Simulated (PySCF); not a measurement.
# Zr⁺: excitation energy

Zr⁺ [Kr] 4d2 5s1 (4F) → Zr⁺ [Kr] 4d1 5s1 6s1 (4D), as a difference of total energies. Computed with PySCF 2.14 in aug-cc-pwCVDZ-PP with ECP28MDF, with scalar relativity through the core potential. Correlated levels: valence: 4s2 4p6 frozen; valence and next inner shell: nothing frozen outside the core potential. The calculations carry no spin-orbit coupling.

```csv
method,excitation energy (eV)
UHF,8.859
LDA,9.280
PBE0,9.329
r2SCANh,9.561
revPBE,9.326
MP2 (valence),8.939
SCS-MP2 (valence),8.885
MP2 (valence and next inner shell),8.985
SCS-MP2 (valence and next inner shell),8.965
```

Task: How much does correlation contribute at MP2 (valence and next inner shell)?

Result: 8.985 − (8.859) = 0.126 eV, measured against UHF.

The promoted electron is Rydberg-like, and one or two diffuse shells describe it only roughly, which tends to raise the upper state.
